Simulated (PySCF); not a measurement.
## Peak assignment

Mapped SMILES: `[CH2:1]=[CH:2][N:3]([SiH3:4])[C@H:5]([CH3:6])[C:7]#[C:8][CH3:9]` (H(Xn): hydrogen on atom n). Ha(C1) is cis to N3; Hb(C1) is trans to N3.

- σ from GIAO-PBE0/pcSseg-1
- GFN2-xTB structure
- code: PySCF 2.14.0 with density-fitted response routines
- gas phase, fast rotation and ring inversion assumed for equivalent nuclei, a single conformation, no relativistic terms

Shifts are taken against calculated references (same method and geometry level): $^{13}$C (186.93 ppm) and $^{1}$H (31.72 ppm) vs TMS.

Task: Assign these signals to the numbered atoms. $^{13}$C{$^{1}$H} NMR (computed): δ 146.3 (CH), 89.7 (CH2), 88.5 (C), 87.0 (C), 52.1 (CH), 27.7 (CH3), 4.6 (CH3).

Result: 
| δ (ppm) | atoms | environment | reason |
| --- | --- | --- | --- |
| 146.3 | C2 | alkene carbon bearing nitrogen | an sp2 carbon further deshielded by the attached heteroatom |
| 89.7 | C1 | β carbon of an enol-ether or enamine type C=C | the O or N lone pair pushes π density onto this β carbon and shields it |
| 88.5 | C8 | alkyne carbon | sp carbons lie upfield of alkene carbons because the cylindrical π system leaves one tensor component strongly shielded |
| 87.0 | C7 | alkyne carbon | – |
| 52.1 | C5 | propargylic sp3 CH bonded to N | pulled downfield by the heteroatom |
| 27.7 | C6 | methyl carbon | aliphatic region, no heteroatom directly attached |
| 4.6 | C9 | propargylic methyl carbon | a saturated carbon with 1 carbon neighbour and no heteroatom attached |

C1 and C8; C8 and C7 lie closer than the usual error of such a calculation, so a measured spectrum could show them in the other order.

Task: Assign these signals to the numbered atoms. $^{1}$H NMR (300 MHz, computed): δ 6.99 (m, 1H), 4.63 (s, 3H), 4.26 (m, 1H), 4.01 (m, 1H), 3.97 (q, 1H), 2.03 (s, 3H), 1.26 (d, 3H).

Result: 
| δ (ppm) | atoms | environment | reason |
| --- | --- | --- | --- |
| 6.99 | H(C2) | hydrogen on an alkene carbon bearing nitrogen | attached to an sp2 carbon and in the plane of the double bond |
| 4.63 | H(Si4) | hydrogen on a silicon bonded to N | – |
| 4.26 | Hb(C1) | hydrogen on a β carbon of an enol-ether or enamine type C=C | lone-pair donation from O or N shields it, upfield of ordinary alkene protons |
| 4.01 | Ha(C1) | hydrogen on a β carbon of an enol-ether or enamine type C=C | – |
| 3.97 | H(C5) | hydrogen on a propargylic sp3 CH bonded to N | its carbon carries N, which withdraws density |
| 2.03 | H(C9) | hydrogen on a propargylic methyl carbon | – |
| 1.26 | H(C6) | hydrogen on a methyl carbon | – |

Ha(C1) and H(C5) lie closer than the usual error of such a calculation, so a measured spectrum could show them in the other order.

Shifts are as computed. Against solution values, carbons near 30 ppm lie about +3 ppm off and those near 130 ppm about +5 ppm. Of 1309 compounds with measured shifts, 239 miss one by over three times the rms of a fit or turn the order of signals round; such compounds aren't used in these exercises. No couplings were computed; multiplicities are counted from neighbouring protons, with m where these are inequivalent, close in shift, in a saturated or five-membered ring or joined by F or P, and br s for small geminal =CH2 splittings.
